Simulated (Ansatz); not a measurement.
`Cl[CH2][SnH3]` → C• + Cl• + 5 H• + Sn•  (atomization)

Calculated with Ansatz (gas phase, PBE0-D4/def2-TZVP geometries, no zero-point term in ΔE). CCSD(T)/CBS is the MP2 limit (def2-TZVPP, def2-QZVPP) plus CCSD(T) − MP2 in def2-TZVPP, frozen cores. This one scheme is used for every species, atoms too. DFT in def2-TZVPP. B3LYP here is the variant with VWN-RPA as its local correlation; programs differ in this. No spin–orbit coupling; open shells (•) take unrestricted orbitals. Spin–orbit coupling would lower the free atoms: a little for C, Cl; strongly for Sn. Elements past krypton have def2 core potentials. For Sn outer-core shells are correlated without core-valence functions, so the limit isn't a true one: a few kJ/mol of doubt a bond, and 10 to 20 or more in all where bonds break to atoms.

`Cl[CH2][SnH3]`:

Z-matrix (Å, degrees):
```
C
Sn 1 2.158
Cl 1 1.782 2 110.6
H 1 1.089 2 111.0 3 119.4
H 1 1.089 2 111.0 3 -119.4
H 2 1.710 1 108.8 3 -179.9
H 2 1.703 1 108.4 3 60.2
H 2 1.703 1 108.4 3 -60.0
```

Q: What is ΔE at CCSD(T)/CBS? (Estimate.)

A: Ansatz gave: +2258.8 kJ/mol.

Q: What do these levels give: B3LYP-D4, BHLYP-D4, PBE-QIDH, CCSD/def2-SVP, HF/def2-TZVPP, CCSD(T)/def2-TZVPP? (Best estimate.)

A: The calculation gave: B3LYP-D4 2228.7, BHLYP-D4 2185.8, PBE-QIDH 2221.0, CCSD/def2-SVP 2075.5, HF/def2-TZVPP 1614.1, CCSD(T)/def2-TZVPP 2202.5 kJ/mol.

Largest T1 diagnostic among the species: 0.012.

From PBE to PBE0 (25 % exact exchange), in def2-TZVPP and without D4, ΔE moves by −18.4 kJ/mol: exact exchange takes away binding that semilocal exchange gives to molecules. The D4 term adds +25.5 kJ/mol with B3LYP and +13.2 kJ/mol with PBE0; it sums over pairs of atoms, weighted by their polarisabilities, and B3LYP, whose exchange is more repulsive, gets the larger term. In def2-TZVPP, CCSD(T) changes the Hartree–Fock value by +588.4 kJ/mol (the triples alone add +32.1 kJ/mol) and MP2 by +570.9 kJ/mol; breaking electron pairs costs correlation energy, which Hartree–Fock lacks.

For atomizations the MP2-based limit and the directly extrapolated one differ by several kJ/mol either way, and by 10 to 25 for some Ge, Se and Sn compounds, so smaller differences from it don't rank the levels.
